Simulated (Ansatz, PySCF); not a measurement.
Molecule: S$_{2}$O$_{2}$ (charge 0, singlet). 
Geometry from a B3LYP-D3(BJ)/def2-TZVP (Ansatz, an electronic-structure program) optimisation:
SMILES: O=S(=S)=O
```xyz
4

S      0.0028    -0.0036    -0.3852
S     -0.0108     0.0139     1.4960
O      1.1957     0.3377    -1.1053
O     -1.1796    -0.3584    -1.1161
```

Dipole moments at this geometry, in debye (magnitudes).

| level | program | dipole (D) |
|---|---|---|
| SVWN5/def2-TZVPD | PySCF | 1.36 |
| PBE/def2-TZVPD | Ansatz | 1.24 |
| r2SCAN/def2-TZVPD | Ansatz | 1.26 |
| B3LYP/def2-TZVPD | Ansatz | 1.44 |
| PBE0/def2-TZVPD | Ansatz | 1.38 |
| BHLYP/def2-TZVPD | Ansatz | 1.57 |
| r2SCANh/def2-TZVPD | Ansatz | 1.32 |
| r2SCAN0/def2-TZVPD | Ansatz | (withheld) |
| M06-2X/def2-TZVPD | PySCF | 1.54 |
| HSE06/def2-TZVPD | Ansatz | 1.37 |
| LC-wPBE/def2-TZVPD | Ansatz | 1.34 |
| wB97M-V/def2-TZVPD | Ansatz | 1.44 |
| CCSD(T)/aug-cc-pV(D+d)Z | Ansatz | (withheld) |

Q: Some entries are withheld; supply them.

A: 
- r2SCAN0/def2-TZVPD, dipole (D): 1.41
- CCSD(T)/aug-cc-pV(D+d)Z, dipole (D): 1.35
